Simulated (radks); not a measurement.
Task: Pm2.25+, 58.75 electrons, occupied as [Xe] 4f(5/2: 4.75, 7/2: 0) (fractional occupations, a model configuration). Method: Dirac Kohn-Sham, PBE, spin-unpolarised, spherical densities, point nucleus; computed with a radial shooting solver on a logarithmic mesh with Libxc functionals. Some entries of the table are withheld. Estimate them.

orbital  occ.  eigenvalue (eV)  r(max) (bohr)  <r^2> (bohr^2)
1s1/2       2        -44998.00        0.01479       0.0007316
2s1/2       2        -7326.739        0.08395         0.01150
2p1/2       2        -6938.643        0.06370        0.008390
2p3/2       4        -6378.395        0.06924        0.009637
3s1/2       2        -1610.931         0.2388         0.07745
3p1/2       2        -1444.664         0.2258         0.07255
3p3/2       4        -1332.011         0.2376         0.07983
3d3/2       4        -1043.285         0.1899         0.06448
3d5/2       6        -1018.875         0.1932         0.06653
4s1/2       2        -333.9140         0.5524          0.3967
4p1/2       2        -270.6688         0.5590          0.4207
4p3/2       4        -246.0795         0.5842          0.4609
4d3/2       4        -142.1162            (1)          0.5402
4d5/2       6        -137.7439            (2)          0.5564
5s1/2       2         -58.2822          1.288           2.305
5p1/2       2         -41.2238            (3)             (4)
5p3/2       4         -37.8474            (5)             (6)
4f5/2    4.75         -19.1052         0.6327           1.337
4f7/2       0         -18.6192         0.6377           1.378

Result: 
(1) 4d3/2 r(max) (bohr): 0.5980
(2) 4d5/2 r(max) (bohr): 0.6062
(3) 5p1/2 r(max) (bohr): 1.409
(4) 5p1/2 <r^2> (bohr^2): 2.917
(5) 5p3/2 r(max) (bohr): 1.481
(6) 5p3/2 <r^2> (bohr^2): 3.237
